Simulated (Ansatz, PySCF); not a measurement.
Si(H)2(Cl)2 anion (Cl2H2Si), SMILES Cl[SiH2]Cl (connectivity only; charge and spin as stated), charge -1, multiplicity 2. Atoms are numbered in the order given.

```xyz
5

Si     0.0000     0.0000     0.0743
Cl     0.0000     2.3249    -0.2300
Cl     0.0000    -2.3248    -0.2300
H      1.2133     0.0000     0.9462
H     -1.2133     0.0000     0.9462
```
Charge -1, spin multiplicity 2.

Geometry: TPSSh-D3(BJ)/def2-SVPD. The multiplicity is an assumed one; other spin states were not compared. The isomer is the one that the SMILES or the coordinates give; other isomers of the formula were not compared.

Two levels are set side by side: PBE-D3(BJ)/def2-SVPD (Ansatz, an electronic-structure program) and TPSSh-D3(BJ)/def2-SVPD (PySCF). Each level has its own optimised geometry; the coordinates shown are those of the second. Frequencies come from the Hessian of PySCF at each geometry. Differences are taken from unrounded values.

| quantity | TPSSh-D3(BJ) | PBE-D3(BJ) | PBE-D3(BJ) minus TPSSh-D3(BJ) |
|---|---|---|---|
| mean bond length (Å) | 1.919 | 1.933 | 0.013 |
| bond Si1–Cl2 (Å) | 2.345 | 2.352 | 0.007 |
| bond Si1–Cl3 (Å) | 2.345 | 2.352 | 0.007 |
| bond Si1–H4 (Å) | 1.494 | 1.514 | 0.019 |
| bond Si1–H5 (Å) | 1.494 | 1.514 | 0.019 |
| highest harmonic wavenumber (cm⁻¹) | 2199 | 2095 | -104 |
| mean harmonic wavenumber (cm⁻¹) | 868 | 826 | -42 |
| zero-point energy (kcal/mol) | 11.17 | 10.63 | -0.54 |

GGA bonds tend to be longer and softer than those of functionals with exact exchange. Differences between two approximate levels are no errors against the true value.
